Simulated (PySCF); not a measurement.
Choosing a molecule for a target property.

All species are isolated and taken at one optimised geometry, non-relativistic unless stated; the electronic structure was computed with PySCF and density fitting.

Dipoles, sizes and rotational constants follow the conformer. The torsions of the flexible species, by atom-mapped SMILES:
- `[CH3:1][P:2]([CH3:3])[CH2:4][P@H:5]([CH3:6])=[O:7]`: C1–P2–C4–P5 32°, P2–C4–P5–C6 -179°
- `[CH:1]#[C:2][C@@H:3]1[CH2:4][CH2:5][C@@:6]1([F:7])[O:8][CH3:9]`: C5–C6–O8–C9 174°
- `[F:1][C:2]([F:3])([F:4])[O:5][CH2:6][CH2:7][SH:8]`: F1–C2–O5–C6 -179°, C2–O5–C6–C7 180°, O5–C6–C7–S8 69°, H–S8–C7–C6 -60°
- `[OH:1][Si:2]([OH:3])([OH:4])[OH:5]`: H–O1–Si2–O3 166°, H–O3–Si2–O1 -43°, H–O4–Si2–O1 -167°, H–O5–Si2–O1 -75°
- `[CH2:1]=[C:2]([F:3])[CH2:4][C:5](=[CH2:6])[S:7][CH3:8]`: C1–C2–C4–C5 -98°, C2–C4–C5–C6 -91°, C4–C5–S7–C8 -173°

The conformers of `C[C@H]1CC=C(F)C(=O)C1` and `O=C1OCCC(F)(F)O1` aren't listed.

Task: Wanted: dipole moment between 1 D and 2.7 D (PBE0/def2-SVPD) and electronic spatial extent ⟨r²⟩ about the centre of nuclear charge below 1360 bohr² (PBE0/def2-SVPD), at GFN2-xTB geometries. Which candidate meets both?
A. `O[Si](O)(O)O`
B. `FC(F)(F)OCCS`
C. `C[P@@H](CP(C)C)=O`
D. `C#C[C@@H]1CC[C@@]1(F)OC`

Result: D. Computed values:
```
                species  dipole moment  electronic spatial extent ⟨r²⟩ about the centre of nuclear charge
           O[Si](O)(O)O         0.00 D                                                          448 bohr²
C#C[C@@H]1CC[C@@]1(F)OC         1.41 D                                                         1130 bohr²
           FC(F)(F)OCCS         2.33 D                                                         1415 bohr²
      C[P@@H](CP(C)C)=O         2.99 D                                                         1303 bohr²
```

Task: Wanted: static isotropic polarisability between 50 au and 70 au (PBE0/def2-SVPD) and lowest triplet excitation (Tamm–Dancoff) above 3.5 eV (TDA PBE0/def2-SVPD), at GFN2-xTB geometries. Which candidate meets both?
A. `C=C(F)CC(=C)SC`
B. `C[C@H]1CC=C(F)C(=O)C1`
C. `O[Si](O)(O)O`
D. `CP(C)C[P@H](C)=O`
E. `O1C(=O)OC(F)(F)CC1`

Result: E. Computed values:
| species | static isotropic polarisability | lowest triplet excitation (Tamm–Dancoff) |
| --- | --- | --- |
| O[Si](O)(O)O | 38.7 au | 7.54 eV |
| O1C(=O)OC(F)(F)CC1 | 57.1 au | 6.40 eV |
| C[C@H]1CC=C(F)C(=O)C1 | 83.8 au | 3.22 eV |
| C=C(F)CC(=C)SC | 94.4 au | 3.84 eV |
| CP(C)C[P@H](C)=O | 101.2 au | 5.06 eV |

Task: Wanted: smallest rotational constant above 0.96 GHz (GFN2-xTB) and lowest singlet excitation above 6.2 eV (TDDFT PBE0/def2-SVPD), at GFN2-xTB geometries. Which candidate meets both?
A. `C=C(F)CC(=C)SC`
B. `FC(F)(F)OCCS`
C. `C#C[C@@H]1CC[C@@]1(F)OC`
D. `CP(C)C[P@H](C)=O`

Result: C. Computed values:
| species | smallest rotational constant | lowest singlet excitation |
| --- | --- | --- |
| FC(F)(F)OCCS | 0.765 GHz | 5.75 eV |
| C=C(F)CC(=C)SC | 0.891 GHz | 5.20 eV |
| CP(C)C[P@H](C)=O | 1.024 GHz | 5.93 eV |
| C#C[C@@H]1CC[C@@]1(F)OC | 1.163 GHz | 6.52 eV |

Task: Wanted: HOMO–LUMO gap below 6.5 eV (PBE0/def2-SVPD) and HOMO energy above -7 eV (PBE0/def2-SVPD), at GFN2-xTB geometries. Which candidate meets both?
A. `C=C(F)CC(=C)SC`
B. `FC(F)(F)OCCS`
C. `C1(F)C(C[C@@H](C)CC=1)=O`
D. `O[Si](O)(O)O`
E. `CP(C)C[P@H](C)=O`

Result: A. Computed values:
```csv
species,HOMO–LUMO gap,HOMO energy
C1(F)C(C[C@@H](C)CC=1)=O,5.72 eV,-7.52 eV
C=C(F)CC(=C)SC,6.03 eV,-6.33 eV
CP(C)C[P@H](C)=O,6.94 eV,-6.50 eV
FC(F)(F)OCCS,7.37 eV,-7.24 eV
O[Si](O)(O)O,9.05 eV,-9.26 eV
```
